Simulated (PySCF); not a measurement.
## Lu⁺ (lutetium, charge +1) across methods

[Xe] 4f14 6s1 6p1, high-spin 3P determinant (an excited configuration). All numbers are calculated (PySCF 2.14, the spin-free X2C one-electron Hamiltonian (Gaussian nucleus), in ANO-RCC-VTZP).

```json
{"method": "UHF", "E (hartree)": "-14557.55739", "mean ε 4f β (eV)": "-32.630", "mean ε 6s α (eV)": "-14.958", "mean ε 6p α (eV)": "-10.088", "Σ⟨r²⟩ (bohr²)": "64.80", "⟨S²⟩": "2.000"}
{"method": "PBE", "E (hartree)": "-14562.70", "mean ε 4f β (eV)": "-19.962", "mean ε 6s α (eV)": "-12.296", "mean ε 6p α (eV)": "-7.792", "Σ⟨r²⟩ (bohr²)": "63.23", "⟨S²⟩": "2.000"}
{"method": "B3LYP", "E (hartree)": "-14562.97", "mean ε 4f β (eV)": "-22.613", "mean ε 6s α (eV)": "-12.925", "mean ε 6p α (eV)": "-8.189", "Σ⟨r²⟩ (bohr²)": "63.28", "⟨S²⟩": "2.000"}
{"method": "LDA", "E (hartree)": "-14553.01", "mean ε 4f β (eV)": "-20.325", "mean ε 6s α (eV)": "-12.526", "mean ε 6p α (eV)": "-7.771", "Σ⟨r²⟩ (bohr²)": "62.99", "⟨S²⟩": "2.000"}
{"method": "PW91", "E (hartree)": "-14564.24", "mean ε 4f β (eV)": "-20.053", "mean ε 6s α (eV)": "-12.366", "mean ε 6p α (eV)": "-7.822", "Σ⟨r²⟩ (bohr²)": "63.16", "⟨S²⟩": "2.000"}
{"method": "r2SCAN", "E (hartree)": "-14562.76", "mean ε 4f β (eV)": "-19.937", "mean ε 6s α (eV)": "-12.355", "mean ε 6p α (eV)": "-7.884", "Σ⟨r²⟩ (bohr²)": "63.03", "⟨S²⟩": "2.000"}
{"method": "PBE0", "E (hartree)": "-14562.44", "mean ε 4f β (eV)": "-23.313", "mean ε 6s α (eV)": "-13.062", "mean ε 6p α (eV)": "-8.441", "Σ⟨r²⟩ (bohr²)": "63.31", "⟨S²⟩": "2.000"}
```

Spin-orbit coupling, absent here, splits the open shell strongly.
